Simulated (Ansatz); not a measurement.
`C[O][Mg][NH2]` + H₂O → `[NH2][Mg][OH]` + CH₃OH  (formal hydrolysis of a Mg–O bond)

Calculated with Ansatz (gas phase, PBE0-D4/def2-TZVP geometries, no zero-point term in ΔE). CCSD(T)/CBS adds triple-zeta CCSD(T) − MP2 to the extrapolated MP2 energy (def2 sets, frozen cores). This one scheme is used for every species. Functionals use def2-TZVPP. HSE06 is defined as in plane-wave codes. For Mg outer-core shells are correlated without core-valence functions, which leaves a few kJ/mol of doubt a bond. One conformer a species, not always the lowest.

```json
{"level": "PBE0-D4", "ΔE (kcal/mol)": "-0.1", "difference from CCSD(T)/CBS": "-0.5"}
{"level": "r2SCANh-D4", "ΔE (kcal/mol)": "-0.2", "difference from CCSD(T)/CBS": "-0.6"}
{"level": "BHLYP-D4", "ΔE (kcal/mol)": "0.0", "difference from CCSD(T)/CBS": "-0.4"}
{"level": "HSE06", "ΔE (kcal/mol)": "-0.3", "difference from CCSD(T)/CBS": "-0.7"}
{"level": "BHLYP", "ΔE (kcal/mol)": "-0.5", "difference from CCSD(T)/CBS": "-0.9"}
{"level": "CAM-B3LYP", "ΔE (kcal/mol)": "-0.7", "difference from CCSD(T)/CBS": "-1.1"}
{"level": "HF/def2-SVP", "ΔE (kcal/mol)": "1.1", "difference from CCSD(T)/CBS": "0.7"}
{"level": "CCSD/def2-SVP", "ΔE (kcal/mol)": "1.2", "difference from CCSD(T)/CBS": "0.8"}
{"level": "HF/def2-TZVPP", "ΔE (kcal/mol)": "-0.5", "difference from CCSD(T)/CBS": "-0.9"}
{"level": "MP2/def2-TZVPP", "ΔE (kcal/mol)": "0.0", "difference from CCSD(T)/CBS": "-0.4"}
{"level": "CCSD(T)/CBS", "ΔE (kcal/mol)": "0.4", "difference from CCSD(T)/CBS": "0"}
```

Largest T1 diagnostic among the species: 0.010.

At CCSD(T), def2-SVP lies +0.9 kcal/mol from the extrapolated value and def2-TZVPP −0.4 kcal/mol. Leaving LDA and LC-ωPBE aside and taking each functional with its dispersion term where it has one, the values, not all of them listed here, spread over 0.6 kcal/mol, from ωB97X-V to BHLYP-D4.
